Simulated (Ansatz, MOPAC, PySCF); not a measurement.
Molecule: C2H3O, net charge -1, singlet state. SMILES: C=[C-]O
Structure (B3LYP-D3(BJ)/def2-TZVP (Ansatz, an electronic-structure program) minimum search):
```
C
C 1 1.3528
H 2 1.0872 1 119.85
H 2 1.1003 3 116.40 1 180.00
O 1 1.4537 2 110.02 3 180.00
H 5 0.9570 1 102.51 2 180.00
```
Charge -1, spin multiplicity 1.

Unscaled harmonic wavenumbers (cm⁻¹) in rising order, each level at the stationary point that it reaches from this structure (no distance between atoms moves by over 0.3 Å); the order of modes can differ between levels, and a negative number is imaginary. B3LYP-D3(BJ)/def2-TZVP (PySCF, at the structure above): 450, 486, 681, 750, 812, 1037, 1174, 1363, 1545, 2943, 3112, 3861.

AM1 (MOPAC): 442, 467, 642, 902, 991, 1242, 1411, 1443, 1755, 3125, 3212, 3517. Zero-point energy 27.4 against 26.0 kcal/mol; where all levels lie over 400 cm⁻¹, the wavenumbers are on average 1.076 times those of B3LYP-D3(BJ)/def2-TZVP.

PM3 (MOPAC): 420, 482, 650, 846, 932, 1240, 1299, 1355, 1759, 3111, 3147, 3940. Zero-point energy 27.4 against 26.0 kcal/mol; where all levels lie over 400 cm⁻¹, the wavenumbers are on average 1.056 times those of B3LYP-D3(BJ)/def2-TZVP.

HF/6-31G* (Ansatz): 476, 523, 755, 830, 903, 1157, 1307, 1511, 1707, 3158, 3238, 4143. Zero-point energy 28.2 against 26.0 kcal/mol; where all levels lie over 400 cm⁻¹, the wavenumbers are on average 1.091 times those of B3LYP-D3(BJ)/def2-TZVP.

B3LYP/6-31G* (Ansatz): 438, 469, 663, 769, 792, 1044, 1178, 1389, 1571, 2930, 3073, 3777. Zero-point energy 25.9 against 26.0 kcal/mol; where all levels lie over 400 cm⁻¹, the wavenumbers are on average 0.993 times those of B3LYP-D3(BJ)/def2-TZVP.
